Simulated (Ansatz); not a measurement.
C2H3NOSe (`NC1[Se]C1=O`) from Hartree–Fock to CCSD(T)

```xyz
8

N     1.0792   -0.2683    0.5412
C    -0.2676   -0.1600    0.3558
Se   -1.2522    1.6640   -0.3022
C    -0.8448   -0.0482   -0.9788
O    -0.9149   -0.6762   -1.9866
H     1.4335   -0.0003    1.4460
H     1.6616    0.0421   -0.2215
H    -0.8948   -0.5532    1.1461
```

Total charge 0; spin multiplicity 1. Correlated methods include outer-core shells of Se, which these sets cover unevenly. Scalar relativity is left out up to krypton. All single points use the PBE0-D4/def2-TZVP geometry. It is one conformer, not always the lowest. Frozen core, restricted reference, the Gaussian-basis code of Ansatz.

```
     basis      HF (Eh)  MP2 corr.  CCSD corr.       (T)  CCSD(T) total
  def2-SVP  -2606.12590   -0.85309    -0.86653  -0.03357    -2607.02600
def2-TZVPP  -2606.67117          ?           ?  -0.05144              ?
def2-QZVPP            ?          ?           –         –              –
```

Question: Fill in the withheld values. (Estimate.)

Answer: Computed: def2-TZVPP MP2 corr.: -1.03404; def2-TZVPP CCSD corr.: -1.03787; def2-TZVPP CCSD(T) total: -2607.76048; def2-QZVPP HF (Eh): -2606.72757; def2-QZVPP MP2 corr.: -1.39107.
